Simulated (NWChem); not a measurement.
Species: SeIBr; SMILES Br[Se]I

All runs: NWChem. Structure relaxed at the PBE0/def2-SVP level. def2 effective core potentials on I; no spin-orbit coupling. Level r2SCAN/def2-SVP: energy and gradient on several grids; changes count from the extra-fine grid, which is no exact limit either.

Problem. Which is the coarsest grid (fine; xcoarse; coarse; xfine; medium) from which on the energy stays within 50 μHa and each gradient component within 100 μHa/bohr of xfine?

Solution. coarse.
```
grid     size of the energy change (μHa)  largest change of a gradient component (μHa/bohr)
-------  -------------------------------  -------------------------------------------------
xcoarse                              100                                                100
coarse                                10                                               < 30
medium                              < 10                                               < 30
fine                                < 10                                               < 30
xfine                               < 10                                               < 30
```
